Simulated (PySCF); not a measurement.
C₂H₉BeNSi, SMILES [SiH3][Be][N](C)C. Atoms are numbered in the order given.

```xyz
14

Be    -0.2368     0.1352     0.1747
N      0.8515    -0.4759    -0.6683
C      2.2575    -0.1475    -0.5220
C      0.6035    -1.4545    -1.7109
H      2.8625    -1.0401    -0.2663
H      2.6791     0.2756    -1.4555
H      2.4095     0.5961     0.2773
H      0.9457    -1.0940    -2.7014
H      1.1306    -2.4087    -1.5112
H     -0.4720    -1.6810    -1.7939
Si    -1.7944     1.0043     1.4013
H     -2.8541     0.0092     1.7700
H     -2.5040     2.1485     0.7428
H     -1.2547     1.5358     2.6962
```

The structure is a stationary point at B3LYP-D3(BJ)/def2-SVP. One conformer was computed; it need not be the lowest.

Vertical ionisation energy (IE) and electron affinity (EA) in eV. Rows of orbital energies are one-electron estimates. Where ΔSCF, EOM or ADC give a negative EA the extra electron is unbound and the value depends on the basis.

```csv
level,IE,EA
"−ε(HOMO), −ε(LUMO), HF/def2-TZVP (PySCF)",9.52,-1.79
"−ε(HOMO), −ε(LUMO), PBE/def2-TZVP (PySCF)",…,…
```

Some entries are withheld; supply them. (An estimate is asked for; the answer gives what the named calculation found.)


- −ε(HOMO), −ε(LUMO), PBE/def2-TZVP (PySCF), IE: 5.30
- −ε(HOMO), −ε(LUMO), PBE/def2-TZVP (PySCF), EA: 1.57
